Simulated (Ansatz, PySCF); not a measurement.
Process, species as SMILES: NCCN -> [NH2] (NH2) + [CH2]CN (the C-N bond at the site shown breaks; other sites are not compared here)
Geometries: B3LYP-D3(BJ)/def2-TZVP minima from Ansatz (an electronic-structure program), one conformer each, not searched for the lowest. Frequencies are from Ansatz or PySCF.

Quantity: bond dissociation energy (enthalpy at 298 K, with B3LYP-D3(BJ) rigid-rotor harmonic-oscillator terms), in kJ/mol. Correlated levels leave the core frozen unless marked. Open shells are spin-unrestricted. No spin-orbit coupling. No relativistic terms. CBS marks a two-point X^-3 extrapolation of the correlation energy; Hartree-Fock from the larger set. The bracket is a focal-point correction in the basis named.

```
level                                                     program  bond dissociation energy (kJ/mol)  minus last row
-------------------------------------------------  --------------  ---------------------------------  --------------
HF/def2-TZVPD                                               PySCF                              212.5          -148.1
PBE-D4/def2-TZVPD                                  Ansatz + dftd4                              351.6            -9.0
BLYP-D3(BJ)/def2-TZVPD                             Ansatz + dftd3                              326.9           -33.7
PBE0/6-31G*                                                Ansatz                              351.8            -8.8
PBE0-D3(BJ)/def2-TZVPD                             Ansatz + dftd3                              347.3           -13.3
PBE0-D4/def2-TZVP                                  Ansatz + dftd4                              348.2           -12.4
PBE0-D4/def2-TZVPD                                 Ansatz + dftd4                              347.3           -13.3
TPSSh-D3(BJ)/def2-TZVPD                             PySCF + dftd3                              324.1           -36.5
TPSSh/def2-TZVPD                                            PySCF                              318.0           -42.6
r2SCAN0-D4/def2-TZVPD                              Ansatz + dftd4                              320.8           -39.8
HSE06-D4/def2-TZVPD                                Ansatz + dftd4                              347.5           -13.1
B2GP-PLYP/def2-TZVPD                                       Ansatz                              345.8           -14.8
PBE-QIDH/def2-TZVPD                                        Ansatz                              356.0            -4.6
MP2/STO-3G                                                 Ansatz                              341.3           -19.3
MP2/cc-pVDZ                                                Ansatz                              361.0             0.4
MP2/cc-pVTZ                                                Ansatz                              376.5            15.9
RI-MP2/cc-pVQZ                                             Ansatz                              383.8            23.2
SCS-MP2/6-31G                                              Ansatz                              321.6           -39.0
CCSD/STO-3G                                                Ansatz                              338.2           -22.4
CCSD(T)/aug-cc-pVDZ                                        Ansatz                              337.1           -23.5
RI-MP2/CBS(cc-pVTZ,cc-pVQZ)+[CCSD(T)-MP2]/cc-pVTZ          Ansatz                              360.6             0.0
```
